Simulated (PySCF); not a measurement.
## Converging GeTe in the basis (PBE0)

PySCF, UKS reference; singlet, unpaired electrons none; De to Ge + Te without counterpoise correction.

```
      basis                           relativity  functions  Re (Å)  ωe (cm⁻¹)  De (eV)  μ (D)
 cc-pVDZ-PP  scalar-relativistic core potentials         46   2.350        334     4.31  -1.41
   def2-SVP  scalar-relativistic core potentials         58   2.345        337     4.36  -1.18
 cc-pVTZ-PP  scalar-relativistic core potentials         78   2.340        333     4.34  -1.42
def2-TZVPPD  scalar-relativistic core potentials        113   2.337        335     4.40  -1.24
```

How does each smaller set differ from the one with most functions, def2-TZVPPD?

cc-pVDZ-PP: +1.3 pm, -0.3 % in ωe, -0.09 eV in De; def2-SVP: +0.8 pm, +0.6 % in ωe, -0.04 eV in De; cc-pVTZ-PP: +0.3 pm, -0.6 % in ωe, -0.06 eV in De. All at PBE0; the set with most functions is neither the basis-set limit nor always the best.

A positive dipole means Ge(−)Te(+). Measured (Huber and Herzberg, Constants of Diatomic Molecules (1979)): Re = 2.340165 Å, ωe = 323.9 cm⁻¹. These are scalar-relativistic numbers at best; spin–orbit coupling would shift them, the dissociation energy most.
